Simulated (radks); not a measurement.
The numbers below are computed, except where a source is named.
Question: S2+, 14 electrons, occupied as [Ne] 3s1 3p2 4p1 (not the ground configuration). Level of theory: scalar-relativistic Kohn-Sham, LDA (Slater exchange, Perdew-Wang correlation), spin-unpolarised, spherical densities, point nucleus (a radial shooting solver on a logarithmic mesh with Libxc functionals). Some entries of the table are withheld. Estimate them.

orbital  occ.  eigenvalue (hartree)  <1/r> (bohr^-1)  <r> (bohr)
1s          2                   (1)            15.62     0.09714
2s          2              -9.03846            3.060         (2)
2p          6              -7.04799              (3)      0.4417
3s          1                   (4)           0.9101       1.525
3p          2                   (5)           0.8116       1.676
4p          1              -0.42878           0.3215         (6)

Answer: 
(1) 1s eigenvalue (hartree): -89.43620
(2) 2s <r> (bohr): 0.4798
(3) 2p <1/r> (bohr^-1): 2.964
(4) 3s eigenvalue (hartree): -1.68223
(5) 3p eigenvalue (hartree): -1.24848
(6) 4p <r> (bohr): 4.215
